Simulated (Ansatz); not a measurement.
Consider the formal exchange of groups at a C–C bond: `C=CCS` + GeH₄ → `S[CH2][GeH3]` + `C=C`.

Calculated with Ansatz (gas phase, PBE0-D4/def2-TZVP geometries, no zero-point term in ΔE). CCSD(T)/CBS is the MP2 limit (def2-TZVPP, def2-QZVPP) plus CCSD(T) − MP2 in def2-TZVPP, frozen cores. This one scheme is used for every species. DFT in def2-TZVPP. For Ge outer-core shells are correlated without core-valence functions, which leaves a few kJ/mol of doubt a bond. Scalar relativity is left out up to krypton. One conformer a species, not always the lowest.

Is it downhill or uphill in electronic energy at CCSD(T)/CBS, and by how much? (An estimate is asked.)

The calculation gave: Downhill: ΔE = -14.6 kJ/mol.

What do these levels give: PBE-D4, BLYP-D4, PBE-QIDH, revPBE, PBE0, r2SCANh, LC-ωPBE, HF/def2-SVP, CCSD(T)/def2-SVP, MP2/def2-TZVPP, SCS-MP2/def2-TZVPP, SCS-MP2/def2-QZVPP? (Best estimate.)

The calculation gave: PBE-D4 -6.6, BLYP-D4 -7.5, PBE-QIDH -9.9, revPBE -8.6, PBE0 -7.3, r2SCANh -8.0, LC-ωPBE -8.4, HF/def2-SVP -2.2, CCSD(T)/def2-SVP 0.6, MP2/def2-TZVPP -13.5, SCS-MP2/def2-TZVPP -12.4, SCS-MP2/def2-QZVPP -13.3 kJ/mol.

Largest T1 diagnostic among the species: 0.012.

At CCSD(T), def2-SVP lies +15.2 kJ/mol from the extrapolated value and def2-TZVPP +2.2 kJ/mol. Leaving LDA and LC-ωPBE aside and taking each functional with its dispersion term where it has one, the values, not all of them listed here, spread over 6.8 kJ/mol, from ωB97M-V to B97M-V. LDA lies +8.0 kJ/mol from PBE without D4. In def2-TZVPP, CCSD(T) changes the Hartree–Fock value by −4.4 kJ/mol (the triples alone add +0.1 kJ/mol) and MP2 by −5.5 kJ/mol.
